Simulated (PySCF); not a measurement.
CH5F2NOSi, SMILES NC[Si](O)(F)F. Atoms are numbered in the order given.

```xyz
11

N     -1.9513    -1.1482     0.6897
C     -0.6040    -1.3844     0.1768
Si     0.3573     0.1737    -0.1192
O      0.4529     1.0048     1.2913
F      1.8328    -0.0759    -0.7289
F     -0.3928     1.0950    -1.2199
H     -1.9102    -0.6074     1.5519
H     -2.4915    -0.5918     0.0295
H     -0.6608    -1.9684    -0.7574
H     -0.0496    -2.0297     0.8796
H      0.8091     1.8980     1.2845
```
Charge 0, spin multiplicity 1.

The structure is a stationary point at PBE0-D3(BJ)/def2-SVP. This is a generated structure with no PubChem entry under its InChIKey; it may be hypothetical. The values are those of a single conformer.

Calculation: TDA-PBE/def2-SVPD run with PySCF 2.14.0.

Vertical excitations. The molecule is in vacuum.

| state | energy (eV) | λ (nm) | f | main pairs |
|---|---|---|---|---|
| S1 | 4.84 | 256 | 0.005 | HOMO→LUMO 100 % |
| S2 | 5.90 | 210 | 0.031 | HOMO→LUMO+1 76 %, HOMO→LUMO+2 23 % |
| S3 | 6.05 | 205 | 0.038 | HOMO→LUMO+2 76 %, HOMO→LUMO+1 23 % |
| S4 | 6.56 | 189 | 0.005 | HOMO→LUMO+3 99 % |
| S5 | 7.06 | 176 | 0.017 | HOMO→LUMO+4 98 % |
| S6 | 7.31 | 170 | 0.023 | HOMO→LUMO+5 96 % |
| S7 | 7.68 | 161 | 0.033 | HOMO−1→LUMO 98 % |
| S8 | 7.91 | 157 | 0.010 | HOMO→LUMO+6 96 % |
| S9 | 8.06 | 154 | 0.001 | HOMO→LUMO+7 96 % |
| S10 | 8.14 | 152 | 0.012 | HOMO→LUMO+8 94 % |
| T1 | 4.74 | 262 | 0 | HOMO→LUMO 99 % |
| T2 | 5.55 | 223 | 0 | HOMO→LUMO+1 98 % |
| T3 | 5.84 | 212 | 0 | HOMO→LUMO+2 99 % |
| T4 | 6.41 | 193 | 0 | HOMO→LUMO+3 99 % |
Triplets are in the Tamm–Dancoff approximation.
